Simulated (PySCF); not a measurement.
A parent and its derivatives

The calculation used TDDFT PBE0/def2-SVPD, vertical, gas phase, core orbitals frozen in the response, def2 core potentials past Kr in PySCF. Geometries: PBE0-D3(BJ)/def2-SVP; one conformer of each isolated species. Triplets are in the Tamm–Dancoff approximation. Atoms past krypton carry core potentials; spin–orbit coupling is left out.

Parent: `[Cl][Nb]([Cl])([Cl])=[Se]` (NbSeCl3), with lowest singlet excitation energy 2.95 eV, HOMO–LUMO gap 4.57 eV, S1–T1 gap 0.48 eV, lowest triplet energy 2.47 eV, mean static polarisability 112.7 au. Its spectrum: 2.95 eV (f 0.000); 3.17 eV (f 0.006 summed over 2 states); 3.39 eV (f 0.013); 3.98 eV (f 0.000); 4.03 eV (f 0.001 summed over 2 states).

Question: Order the derivatives by their lowest singlet excitation, lowest first, with the shift from the parent.
A. ligand (all three): Cl to OMe: `C[O][Nb](=[Se])([O]C)[O]C`
B. ligand (all three): Cl to SMe: `C[S][Nb](=[Se])([S]C)[S]C`
C. ligand (all three): Cl to Br: `[Se]=[Nb]([Br])([Br])[Br]`
D. ligand (all three): Cl to CH2SiH3: `[SiH3][CH2][Nb](=[Se])([CH2][SiH3])[CH2][SiH3]`
E. ligand (all three): Cl to NH2: `[NH2][Nb]([NH2])([NH2])=[Se]`

Answer: C (shift -0.13 eV), B (shift +0.13 eV), D (shift +0.32 eV), E (shift +0.61 eV), A (shift +0.77 eV).

| change | SMILES | Δ S1 (eV) | Δ gap (eV) | Δ S1−T1 (eV) | Δ T1 (eV) | Δ α (au) |
| --- | --- | --- | --- | --- | --- | --- |
| ligand (all three): Cl to SMe | C[S][Nb](=[Se])([S]C)[S]C | +0.13 | -0.19 | -0.02 | +0.15 | +72.6 |
| ligand (all three): Cl to NH2 | [NH2][Nb]([NH2])([NH2])=[Se] | +0.61 | +0.63 | +0.06 | +0.54 | -9.0 |
| ligand (all three): Cl to CH2SiH3 | [SiH3][CH2][Nb](=[Se])([CH2][SiH3])[CH2][SiH3] | +0.32 | +0.31 | +0.06 | +0.26 | +84.8 |
| ligand (all three): Cl to Br | [Se]=[Nb]([Br])([Br])[Br] | -0.13 | -0.22 | -0.07 | -0.06 | +26.2 |
| ligand (all three): Cl to OMe | C[O][Nb](=[Se])([O]C)[O]C | +0.77 | +0.87 | +0.15 | +0.63 | +15.5 |

S1 falls most with ligand (all three): Cl to Br (-0.13 eV), and it rises most with ligand (all three): Cl to OMe (+0.77 eV). S1 is simply the lowest singlet of each species and needn't be the same kind of state throughout. Over these 5 changes the shifts of S1 and of the HOMO–LUMO gap correlate with r = 0.97.

Lowest levels of each derivative:
- `C[S][Nb](=[Se])([S]C)[S]C`: 3.08 eV (f 0.001); 3.19 eV (f 0.004); 3.24 eV (f 0.003)
- `[NH2][Nb]([NH2])([NH2])=[Se]`: 3.56 eV (f 0.001); 3.75 eV (f 0.002 summed over 2 states); 4.39 eV (f 0.055)
- `[SiH3][CH2][Nb](=[Se])([CH2][SiH3])[CH2][SiH3]`: 3.27 eV (f 0.000); 3.48 eV (f 0.006 summed over 2 states); 3.96 eV (f 0.018)
- `[Se]=[Nb]([Br])([Br])[Br]`: 2.82 eV (f 0.000); 3.01 eV (f 0.008 summed over 2 states); 3.15 eV (f 0.011)
- `C[O][Nb](=[Se])([O]C)[O]C`: 3.73 eV (f 0.000); 3.96 eV (f 0.005 summed over 2 states); 4.71 eV (f 0.000)
